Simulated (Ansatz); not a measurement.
Frontier orbitals of C₂H₁₂InNSi (`[CH3][InH-]([CH3])[NH2+][SiH3]`).

The species carries charge 0 and has multiplicity 1. Correlated methods include outer-core shells of In, which these sets cover unevenly. In: def2 effective core potential. The structure was optimised at the PBE0-D4/def2-TZVP level. It is one conformer, not always the lowest. Basis def2-TZVPP, the Gaussian-basis code of Ansatz.

| functional | HOMO (eV) | LUMO (eV) | gap (eV) |
| --- | --- | --- | --- |
| PBE | -5.52 | -1.37 | 4.15 |
| PBE0 | -6.66 | -0.56 | 6.10 |
| r2SCANh | -6.17 | -0.66 | 5.51 |
| ωB97M-V | -8.87 | 0.85 | 9.72 |

From PBE to PBE0 the HOMO moves by −1.14 eV and the LUMO by +0.81 eV, and with ωB97M-V by −3.34 and +2.22 eV, so the gap grows from 4.15 to 9.72 eV with exact exchange. A positive LUMO is unbound and depends on the basis.
